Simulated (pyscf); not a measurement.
PySCF, gas phase, ωB97X-D3(BJ)/def2-SVP geometries.

### Question
How much does it cost (ΔH, 298 K, ωB97M-D3(BJ)/def2-TZVP) to split H₃Si–SiH(SiH₃)–I at its I–Si bond into H₃Si–SiH•–SiH₃ + I•?

### Answer
I–Si to H₃Si–SiH•–SiH₃ + I•: 307.8 kJ/mol. The 7 functionals that were run give +291.9 (M06-2X) to +338.6 kJ/mol (ωB97X-D3(BJ)/def2-TZVP). Other isomers of H₃Si–SiH•–SiH₃ were not searched in full and may lie lower. Left out: the spin-orbit lowering of I, which is large for Br, Se, Te and I. Elements past Kr carry the def2 core potentials, without spin-orbit coupling.
